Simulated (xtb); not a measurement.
hexanethiol (C6H14S), SMILES CCCCCCS. All values are semi-empirical tight-binding results from xtb (GFN2-xTB unless named), good for trends rather than for accurate numbers. Coordinates come from a GFN2-xTB optimisation. The values are those of a single conformer.

Optimised geometry:

```xyz
21

C     -4.2700     0.3274    -0.5202
C     -2.8669     0.8374    -0.8244
C     -1.7960     0.0092    -0.1183
C     -0.3881     0.5139    -0.4239
C      0.6796    -0.3138     0.2879
C      2.0756     0.1934    -0.0302
S      3.3196    -0.8298     0.8530
H     -4.3799    -0.7044    -0.8469
H     -5.0162     0.9309    -1.0318
H     -4.4678     0.3700     0.5486
H     -2.6948     0.8046    -1.9029
H     -2.7830     1.8797    -0.5082
H     -1.8814    -1.0338    -0.4319
H     -1.9657     0.0444     0.9603
H     -0.2163     0.4751    -1.5025
H     -0.3027     1.5583    -0.1134
H      0.6001    -1.3596    -0.0177
H      0.5202    -0.2711     1.3678
H      2.2012     1.2252     0.2992
H      2.2843     0.1206    -1.0980
H      4.3841    -0.1682     0.4041
```

- point group as xtb finds it: Cs
- orbital gap: 4.48 eV
- zero-point energy: 116.4 kcal/mol
- G − E(el) at 298.15 K (modified RRHO): 93.9 kcal/mol
- static polarisability (D4 model): 94.6 bohr³
- solvation energy, GFN2-xTB/ALPB(water): -1.0 kcal/mol
- solvation energy, GFN2-xTB/ALPB(toluene): -7.1 kcal/mol

Task: Give the atomic charges and the Wiberg bond orders between heavy atoms. (Estimate from the structure and the level; the computed values follow.)

Result: charges (e) C1 -0.10, C2 -0.05, C3 -0.06, C4 -0.06, C5 -0.05, C6 0.00, S7 -0.29, H8 0.03, H9 0.03, H10 0.03, H11 0.03, H12 0.03, H13 0.03, H14 0.03, H15 0.03, H16 0.03, H17 0.04, H18 0.04, H19 0.04, H20 0.04, H21 0.16. Bond orders C1–C2 1.02, C2–C3 1.01, C3–C4 1.01, C4–C5 1.00, C5–C6 1.01, C6–S7 0.99.
